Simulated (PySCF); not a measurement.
Two species compared at the same levels of theory.

First species: C₁₁H₁₂.
Geometry (GFN2-xTB, Å), atoms numbered from 1 in this order:
```xyz
23
C11H12 angstrom
C     -3.163    0.241    0.750
C     -1.962   -0.085    0.296
C     -1.693   -1.376   -0.414
C     -0.789    0.835    0.456
C     -0.287    1.526   -0.861
C      1.021    0.813   -0.641
C      2.283    0.618   -1.144
C      3.097   -0.246   -0.410
C      2.657   -0.863    0.750
C      1.373   -0.655    1.257
C      0.581    0.196    0.528
H     -3.346    1.167    1.268
H     -4.013   -0.407    0.619
H     -1.051   -2.009    0.199
H     -2.619   -1.909   -0.616
H     -1.170   -1.199   -1.352
H     -0.978    1.552    1.257
H     -0.830    1.238   -1.759
H     -0.237    2.612   -0.808
H      2.642    1.088   -2.048
H      4.102   -0.442   -0.757
H      3.329   -1.526    1.277
H      1.046   -1.142    2.163
```

Second species: C11H12.
InChI=1S/C11H12/c1-3-4-8-11-9-6-5-7-10(11)2/h5-7,9H,8H2,1-2H3

Levels: PBE0/pcSseg-1 for dipole moment, HOMO energy, LUMO energy and HOMO–LUMO gap; GFN2-xTB for rotational constant A and rotational constant C. Geometries: GFN2-xTB. Each structure is a single optimised conformer of the isolated species, non-relativistic unless stated; the electronic structure was computed with PySCF and density fitting.

The conformers computed, where there is a choice (atom-mapped SMILES and torsion angles):
- `[CH2:1]=[C:2]([CH3:3])[C@@H:4]1[CH2:5][c:6]2[cH:7][cH:8][cH:9][cH:10][c:11]21`: C1–C2–C4–C5 -109°
- `[CH3:1][C:2]#[C:3][CH2:4][c:5]1[cH:6][cH:7][cH:8][cH:9][c:10]1[CH3:11]`: C3–C4–C5–C6 -106°

```tsv
property	column X	column Y
dipole moment	0.70 D	0.30 D
HOMO energy	-6.82 eV	-6.89 eV
LUMO energy	-0.06 eV	-0.33 eV
HOMO–LUMO gap	6.76 eV	6.56 eV
rotational constant A	1.985 GHz	2.490 GHz
rotational constant C	0.592 GHz	0.698 GHz
```

(1) Which column belongs to which species?

(2) How does each property change from the first species to the second?

Results:

(1) Column X is the second species and column Y the first. The first has 23 atoms and 78 electrons, the second 23 and 78.

(2) dipole moment +0.40 D; HOMO energy +0.07 eV; LUMO energy +0.27 eV; HOMO–LUMO gap +0.20 eV; rotational constant A -0.505 GHz; rotational constant C -0.106 GHz.

On the first: A dipole of 0.30 D is allowed in C1, and pure rotational transitions are dipole-allowed. The dipole equals about 1.0 × 10⁻³⁰ C·m (1 D = 3.33564 × 10⁻³⁰ C·m).

On the second: A dipole of 0.70 D is allowed in C1, and pure rotational transitions are dipole-allowed. The dipole matches unit charges of opposite sign 0.15 Å apart (1 e·Å = 4.8032 D). GFN2-xTB frequencies show an imaginary mode (21i cm⁻¹), so this geometry is no minimum at that level.
